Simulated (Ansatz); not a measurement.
System: sum formula SiNH$_{4}$, net charge 0, doublet state. It need not be the lowest isomer of its formula. 
Coordinates optimised at B3LYP-D3(BJ)/def2-TZVP (Ansatz, a first-principles code):
SMILES: [NH][SiH3]
```xyz
6

N      1.1558    -0.3137    -0.3124
Si    -0.4627     0.1681     0.1635
H      1.1601    -1.0363    -1.0369
H     -1.0917    -0.9642     0.8949
H     -1.3071     0.5003    -1.0142
H     -0.3738     1.3424     1.0542
```
Charge 0, spin multiplicity 2.

Basis-set convergence of Hartree-Fock and CCSD(T) correlation energies (hartree) with Ansatz. Valence correlation only, unless marked. UHF or UKS for open shells. Spin-orbit coupling is left out. Non-relativistic.

```csv
basis,functions,E(HF),"E(corr, CCSD(T))"
cc-pV(D+d)Z,57,-345.68075,-0.28461
cc-pV(T+d)Z,125,…,…
```

What belongs in the gaps?


- cc-pV(T+d)Z, E(HF): -345.71426
- cc-pV(T+d)Z, E(corr, CCSD(T)): -0.34954
